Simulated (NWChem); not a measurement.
System: TiH3F; SMILES [F][TiH3]

Here is an NWChem input.

```
start job
memory heap 200 mb stack 900 mb global 1100 mb
geometry units angstroms noautosym nocenter noautoz
  Ti     0.000000     0.000000     0.403468
  F      0.000000     0.000000    -1.311600
  H      1.113721    -1.132243     0.960514
  H     -1.537412    -0.398390     0.960514
  H      0.423690     1.530633     0.960514
end
basis spherical
  * library def2-svpd
end
dft
  xc pbe0
  iterations 150
end
property
  response 1 0.0
end
task dft property
```

All runs use the structure optimised with PBE0/def2-SVP.

Static field.

What results follow from this input? (PBE0/def2-SVPD.) Quantities: isotropic polarisability (bohr³); anisotropy (bohr³).


| Quantity | Result |
|---|---|
| isotropic polarisability (bohr³) | 43.3 |
| anisotropy (bohr³) | 5.4 |
